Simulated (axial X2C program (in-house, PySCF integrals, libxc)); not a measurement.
**Spin–orbit effects down a group: molecules with I, MP2**

Calculated with an in-house relativistic program for diatomic molecules, spin-free (one-electron X2C) or two-component (2c: spin–orbit coupling with atomic mean-field Coulomb and Gaunt terms, which also bring small scalar terms), in Dyall basis sets with cores contracted in-house; open shells are unrestricted.

Basis sets: Al dyall-v3z, B dyall-v3z, Ga dyall-cv3z, I dyall-cv3z, In dyall-cv3z. Frozen shells (counts by l): BI I 4s3p2d, B 1s, 10 electrons correlated; AlI I 4s3p2d, Al 2s1p, 10 electrons correlated; GaI I 4s3p2d, Ga 3s2p1d, 10 electrons correlated; InI I 4s3p2d, In 4s3p2d, 10 electrons correlated. Where the outer core of a metal is frozen, bonds come out longer and ionisation energies lower.

```json
{"molecule": "BI", "spin-free state": "M_S = 0, Λ = 0", "Re (Å)": "2.123", "ωe (cm⁻¹)": "593.9", "De (eV)": "3.65", "2c state": "Ω = 0", "Re 2c (Å)": "2.125", "ωe 2c (cm⁻¹)": "591.0", "De 2c (eV)": "3.37"}
{"molecule": "AlI", "spin-free state": "M_S = 0, Λ = 0", "Re (Å)": "2.555", "ωe (cm⁻¹)": "318.5", "De (eV)": "3.92", "2c state": "Ω = 0", "Re 2c (Å)": "2.558", "ωe 2c (cm⁻¹)": "317.2", "De 2c (eV)": "3.63"}
{"molecule": "GaI", "spin-free state": "M_S = 0, Λ = 0", "Re (Å)": "2.603", "ωe (cm⁻¹)": "215.8", "De (eV)": "3.73", "2c state": "Ω = 0", "Re 2c (Å)": "2.606", "ωe 2c (cm⁻¹)": "215.0", "De 2c (eV)": "3.40"}
{"molecule": "InI", "spin-free state": "M_S = 0, Λ = 0", "Re (Å)": "2.796", "ωe (cm⁻¹)": "174.3", "De (eV)": "3.61", "2c state": "Ω = 0", "Re 2c (Å)": "2.798", "ωe 2c (cm⁻¹)": "173.8", "De 2c (eV)": "3.19"}
```

Each entry is the lowest single determinant of a limited PBE0 search at one distance. De goes to single-determinant-based atoms at the same level (for ions the charge split of lowest energy) and is withheld (n/a) where an atom does not fit its ground term or J level. Main or longest-lived isotopes.
